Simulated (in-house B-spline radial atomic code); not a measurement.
Relativistic effects in Ag V (Ag4+), [Kr] 4d7: non-relativistic Hartree-Fock (point nucleus) against Dirac-Hartree-Fock (Fermi nucleus of rms radius 4.5454 fm), both averages of the configuration, computed with a B-spline radial code for spherical atoms.

| orbital | ε NR (Eh) | ε Dirac (Eh) | <r> NR (bohr) | <r> Dirac (bohr) | change of <r> (%) |
| --- | --- | --- | --- | --- | --- |
| 1s1/2 | -916.01 | -945.32 | 0.03239 | 0.0311 | -4.0 |
| 2s1/2 | -137.07 | ? | 0.1403 | ? | ? |
| 2p1/2 | -127.37 | -133.71 | 0.1201 | 0.1142 | -4.9 |
| 2p3/2 | -127.37 | -127.23 | 0.1201 | 0.1192 | -0.7 |
| 3s1/2 | -28.088 | -29.548 | 0.3787 | 0.3661 | -3.3 |
| 3p1/2 | -24.117 | -25.341 | 0.3712 | 0.3585 | -3.4 |
| 3p3/2 | -24.117 | -24.16 | 0.3712 | 0.3689 | -0.6 |
| 3d3/2 | -16.846 | -16.78 | 0.3446 | 0.3427 | -0.5 |
| 3d5/2 | -16.846 | -16.546 | 0.3446 | 0.3462 | +0.5 |
| 4s1/2 | -6.065 | -6.3444 | 0.9324 | 0.9059 | -2.8 |
| 4p1/2 | -4.6968 | -4.9057 | 0.9921 | 0.9632 | -2.9 |
| 4p3/2 | -4.6968 | ? | 0.9921 | ? | ? |
| 4d3/2 | -2.5384 | -2.5249 | 1.188 | 1.189 | +0.1 |
| 4d5/2 | -2.5384 | -2.4978 | 1.188 | 1.2 | +1.0 |

(1) What happens to 4p3/2?

(2) What happens to 2s1/2?

(3) What explains the pattern of contraction and expansion?

(4) By how much does the total energy change?

Results:

(1) Its energy goes to -4.7014 hartree and <r> to 0.9888 bohr (-0.33 %).

(2) Its energy goes to -144.17 hartree and <r> to 0.1343 bohr (-4.24 %).

(3) Expansion is seen in 3d5/2, 4d3/2, 4d5/2. The s and p1/2 orbitals contract directly, screen the nucleus better, and so push out orbitals that have little density near the nucleus; spin-orbit coupling adds to this for j = l + 1/2 and opposes it for j = l - 1/2.

(4) By -116.98 hartree, from -5193.591 to -5310.572.
